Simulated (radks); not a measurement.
Results of a calculation; reference values are marked as such.
Problem. Valence configurations of Sc2+ (all share [Ar]). Level of theory: non-relativistic Kohn-Sham, PBE, spin-unpolarised, spherical densities, point nucleus (a radial shooting solver on a logarithmic mesh with Libxc functionals). Order these by energy: 3d1; 3d0.5 4s0.5; 4p1; 4s1.

Solution. From the lowest, in eV above it: 3d1 0.000; 3d0.5 4s0.5 1.425; 4s1 3.566; 4p1 7.937. NIST lists [Ar] 3d1 as the ground configuration; this level of theory agrees among the configurations tried. The energies are those of spherical spin-averaged densities, not of single terms.
